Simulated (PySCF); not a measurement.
Badger's rule along the fourth-period p block: bonds to Sb

PBE0 in PySCF with def2-SVP on every atom (core potentials on Sb), for the lowest determinant that a PBE0 search found; no spin–orbit coupling. Badger's rule says that Re = d + c·k^(−1/3) for bonds between atoms of fixed rows.

```
molecule  state (unpaired electrons)  Re (Å)  k (mdyn/Å)
    SbSe               doublet (π ↑)   2.346        3.28
    GeSb               doublet (π ↑)   2.445           ?
    SbBr              triplet (π ↑↑)   2.512           ?
    GaSb              triplet (π ↑↑)   2.768       0.843
```

Task: Fix c and d from SbSe and GaSb.

Result: c = (2.768 − 2.346)/(0.843^(−1/3) − 3.28^(−1/3)) = 1.095, d = 2.346 − c·3.28^(−1/3) = 1.609 Å.

Task: Predict k of the others and set the computed values beside them.

Result: 

| molecule | k by the rule | k computed | difference (%) |
| --- | --- | --- | --- |
| GeSb | 2.25 | 2.31 | -3 |
| SbBr | 1.78 | 1.92 | -7 |

The rule misses by 5 % on average, well for two fitted constants.

Spin–orbit coupling is left out. States were picked by a PBE0 search and need not be the measured ground states.
